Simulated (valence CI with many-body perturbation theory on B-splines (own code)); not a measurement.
# Run record, Sn⁴³⁺

Computed by configuration interaction combined with many-body perturbation theory (CI+MBPT): five valence electrons over a frozen Dirac-Fock core [He], radial functions for each j: 11 s, 11 p, 10 d, 8 f, 5 g, 2 h, with the one-electron correlation potential Σ1 (screened to all orders), the two-electron term Σ2, the three-electron term Σ3, Breit, model QED; selected single and double excitations, second order for the rest, scaled by the run's own slope (own B-spline code, finite nucleus).

Command, and the settings that its task file holds:

```sh
python run_cv.py task.json out
```

```
atom Sn  Z=50  mass_number=120  rms_radius_fm=4.6519
core [He]
valence 2s2 2p3
avg = 1
basis = M
breit = 1
cap = 32000
capref = 2000
cscale = 1
de = 0.0
dress = 0
eps = 2e-08
extrap = 1
h = 0.27
hh = 1
l2 = 3
lcore = 6
maxit = 60
n2 = 5
natural = 1
nlev = 150
nno = [5, 5, 5, 4, 2, 1]
nroot = 36
nsp = [6, 6, 5, 4, 3, 1]
pt2 = 1
qed = 1
rpa = 1
s1 = 1
s2 = 1
s3 = 1
screen = 1
tol = 2e-05
whole = 1
```

(1) Roughly how long does this run take on one core of Arm Neoverse V1, and how much memory?

Log. The first blocks belong to the next ion, which gives the ionisation energy. Fields: 2J, parity (1 odd), roots, reference size, generating configurations, candidates as configurations/state functions, variational space P, stored matrix elements, Davidson steps; e2 is the range of second-order energies in hartree. The first line gives the box (bohr), its intervals, the orbitals and the steps of their self-consistent field. Window is the range of levels sought, series limit the energy at which the first omitted orbital would enter, core excitation an estimate of the first excitation out of the core, left out the lowest levels not solved, and shifts from estimates the range by which levels moved from their first estimate, all in cm⁻¹.

```
rmax 3.4 intervals 58 orbitals 83 references ['2s2 2p3', '2s 2p4', '2p5'] scf 3 t 0.6
2J=0 par=0 roots 2 ref 28 generators 4 cand 5650/7803 P 2297/3200 nnz 1.3e+06 it 4
2J=0 par=0 roots 2 ref 28 generators 4 cand 3379/4631 P 3596/5091 nnz 3.2e+06 it 4
   second order: generators 8 cand 9575/14943 e2 -0.00003 -0.00002
reference levels 1234, estimated 759, window 38201880 1/cm; series limit 52552167, core excitation 205024840
2J=3 par=1 roots 36 ref 159 generators 23 cand 50873/385241 P 1744/7267 nnz 5.2e+06 it 9
2J=3 par=1 roots 36 ref 159 generators 24 cand 56236/452334 P 5686/32000 nnz 5.7e+07 it 10
   second order: generators 51 cand 127061/1279497 e2 -0.02388 -0.00785
2J=5 par=1 roots 29 ref 151 generators 18 cand 52424/472212 P 1613/7254 nnz 5.8e+06 it 7
2J=5 par=1 roots 29 ref 151 generators 18 cand 52030/470142 P 4892/31997 nnz 6.4e+07 it 8
   second order: generators 42 cand 115831/1513598 e2 -0.03274 -0.01230
2J=1 par=1 roots 26 ref 101 generators 21 cand 45406/215644 P 2432/7184 nnz 4.2e+06 it 7
2J=1 par=1 roots 26 ref 101 generators 21 cand 44846/213596 P 8096/31993 nnz 4.8e+07 it 9
   second order: generators 45 cand 107402/674769 e2 -0.01442 -0.00424
2J=5 par=0 roots 28 ref 152 generators 22 cand 53958/477279 P 1712/7264 nnz 5.5e+06 it 6
2J=5 par=0 roots 28 ref 152 generators 22 cand 53535/475206 P 5351/31998 nnz 6e+07 it 8
   second order: generators 54 cand 129222/1581115 e2 -0.03363 -0.01189
2J=1 par=0 roots 25 ref 102 generators 23 cand 46728/217856 P 2510/7197 nnz 4.2e+06 it 7
2J=1 par=0 roots 25 ref 102 generators 23 cand 46141/215801 P 8386/31998 nnz 4.8e+07 it 7
   second order: generators 54 cand 114368/694358 e2 -0.01649 -0.00289
2J=3 par=0 roots 34 ref 155 generators 22 cand 52330/389074 P 1703/7264 nnz 5.3e+06 it 7
2J=3 par=0 roots 34 ref 155 generators 22 cand 51926/387001 P 5574/31996 nnz 5.7e+07 it 8
   second order: generators 56 cand 131771/1280033 e2 -0.02988 -0.00928
2J=7 par=1 roots 16 ref 113 generators 11 cand 41779/420573 P 1684/7206 nnz 5.6e+06 it 7
2J=7 par=1 roots 16 ref 113 generators 11 cand 41405/418520 P 4834/31993 nnz 6.9e+07 it 8
   second order: generators 28 cand 101294/1445567 e2 -0.01905 -0.00981
2J=7 par=0 roots 12 ref 102 generators 12 cand 43357/425458 P 1726/7194 nnz 5.4e+06 it 5
2J=7 par=0 roots 12 ref 102 generators 13 cand 48734/516092 P 5221/31997 nnz 6.4e+07 it 8
   second order: generators 27 cand 88487/1321723 e2 -0.01660 -0.00814
2J=9 par=0 roots 4 ref 59 generators 5 cand 24494/242182 P 1679/6397 nnz 4e+06 it 5
2J=9 par=0 roots 4 ref 59 generators 5 cand 23836/239693 P 5332/31984 nnz 7.7e+07 it 5
   second order: generators 11 cand 43515/596387 e2 -0.00570 -0.00280
2J=9 par=1 roots 6 ref 65 generators 4 cand 21857/234567 P 1459/6399 nnz 4.7e+06 it 5
2J=9 par=1 roots 6 ref 65 generators 4 cand 21432/232359 P 4482/31996 nnz 9.1e+07 it 8
   second order: generators 11 cand 55341/802780 e2 -0.00770 -0.00307
2J=11 par=1 roots 2 ref 33 generators 4 cand 20550/238484 P 1631/6395 nnz 3.6e+06 it 5
2J=11 par=1 roots 2 ref 33 generators 4 cand 19621/234620 P 4668/31989 nnz 8.3e+07 it 5
   second order: generators 9 cand 47271/781574 e2 -0.00194 -0.00158
left out: unestimated 47843065, estimated 39806243, shifts from estimates -19535 to 274
operators 0.2
```

The Davidson iterations converged.

No measured spectrum was set against this ion. As an estimate, large intervals hold to a few tenths of a per cent, small ones and those within an open d or f shell to about a per cent. Among the levels kept, up to 7200 cm⁻¹ of a level comes from second order outside the variational space, and about a tenth of that is noise between levels of different J, which matters for small intervals.

```yaml
Valence_energy: -1426.536 hartree
Ionisation_energy: "7074.2 eV (NIST: 7080 ± 50 eV (semi-empirical))"
Reference_configurations_for_the_orbitals: 2s2 2p3, 2s 2p4, 2p5
Radial_orbitals: 83
Box_radius: 3.394 bohr
Largest_variational_space: 32000
Lowest_levels: (2s^2 2p1/2^2 2p3/2) J=3/2 0.000, (2s^2 2p1/2 2p3/2^2) J=3/2 16.546, (2s^2 2p1/2 2p3/2^2) J=5/2 17.929, (2s^2 2p1/2 2p3/2^2) J=1/2 19.959, (2s 2p1/2^2 2p3/2^2) J=5/2 30.959, (2s 2p1/2^2 2p3/2^2) J=1/2 35.475, (2s 2p1/2^2 2p3/2^2) J=3/2 35.585, (2s^2 2p3/2^3) J=3/2 36.583, (2s 2p1/2 2p3/2^3) J=3/2 [a] 48.946, (2s 2p1/2 2p3/2^3) J=5/2 51.143, (2s 2p1/2 2p3/2^3) J=1/2 53.489, (2s 2p1/2 2p3/2^3) J=3/2 [b] 54.343, (2p1/2^2 2p3/2^3) J=3/2 70.298, (2s 2p3/2^4) J=1/2 71.341 Ry
```

Levels are named by their leading jj configuration (3d3/2^4 stands for four electrons in 3d with j = 3/2), which in mixed levels can hold well under half, so a name can repeat and another be missing. Letters in brackets count levels of one name in rising energy.

## Answers

(1) 2.8 min on 1 thread of Arm Neoverse V1 (shared host), peak memory 1.1 GiB.
